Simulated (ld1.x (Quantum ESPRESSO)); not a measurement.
**What the settings do to the TM potential of antimony (Sb)**

Base potential:

- Element: Sb
- Generator: ld1.x (Quantum ESPRESSO) 7.5
- Type: norm-conserving Troullier–Martins (Kleinman–Bylander form)
- Functional: PBE
- Relativity: scalar-relativistic
- Frozen core: [Kr] 4d10
- Valence charge: 5
- Reference configuration: 5s2 5p3
- Partial waves: 5p (bound): rc 2.60 bohr; 5s (bound): rc 1.80 bohr
- Local potential: the s channel
- Core correction: Bessel-smoothed model core, default radius (core density twice the valence density)

All-electron outer shells of the reference configuration (PBE, scalar-relativistic, ld1.x):

```csv
shell,level (eV),outermost node (bohr),outermost maximum (bohr)
4p,-101.79,0.39,0.76
4d,-33.51,0.38,0.84
5s,-12.83,0.95,1.90
5p,-4.83,1.04,2.35
```

Cutoffs, loose and tight: the cutoffs (Ry, on a coarse ladder) from which the occupation-weighted sum of valence levels, in a spherical-Bessel basis at the reference potential, stays within 10 and 1 mRy of its value at 400 Ry. They do not see the model core or the augmentation charge, which bear on the density cutoff. Test errors are all-electron minus pseudo excitation energies from the reference, over the configurations 5s2 5p2; 5s2 5p1; 5s2 5p0; 5s2 5p3.3; 5s1 5p0; 5s1 5p4; 5s1 5p3. A dash means not determined; rows that change the core or the reference have their own tests.

The default core radius of the base comes out at 1.62 bohr.

| change | outcome | cutoff, loose | cutoff, tight | bound ghosts | largest test error (meV) |
| --- | --- | --- | --- | --- | --- |
| base | generated | 25 Ry | 35 Ry | none | -501 |
| core correction none | generated | 25 Ry | 35 Ry | none | +159 |
| core correction Bessel-smoothed model core inside 0.88 bohr | generated | 25 Ry | 35 Ry | none | -504 |
| core correction Bessel-smoothed model core inside 1.12 bohr | generated | 25 Ry | 35 Ry | none | -504 |
| core correction Bessel-smoothed model core inside 1.44 bohr | generated | 25 Ry | 35 Ry | none | -504 |
| core correction Bessel-smoothed model core inside 1.80 bohr | generated | 25 Ry | 35 Ry | none | -489 |
| core correction Bessel-smoothed model core inside 2.02 bohr | generated | 25 Ry | 35 Ry | none | -466 |
